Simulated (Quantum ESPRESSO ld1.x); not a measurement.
Results of a calculation; reference values are marked as such.
All-electron atom: Os I in [Xe] 4f14 5d6 6s2. Code: ld1.x of Quantum ESPRESSO 7.5. Model: scalar-relativistic Kohn-Sham, relativistic LDA (MacDonald-Vosko exchange, VWN5 correlation), spin-unpolarised, spherical densities, point nucleus.

X-ray form factor f0, the Fourier transform of the density (f0(0) = 76):

sin(theta)/lambda (1/angstrom)  f0 (electrons)
0.05                                    74.829
0.1                                     71.851
0.15                                    68.073
0.2                                     64.185
0.25                                    60.449
0.3                                     56.926
0.4                                     50.538
0.5                                     45.012
0.6                                     40.265
0.8                                     32.576
1                                       26.679
1.25                                    21.386
1.5                                     17.968
2                                       14.146
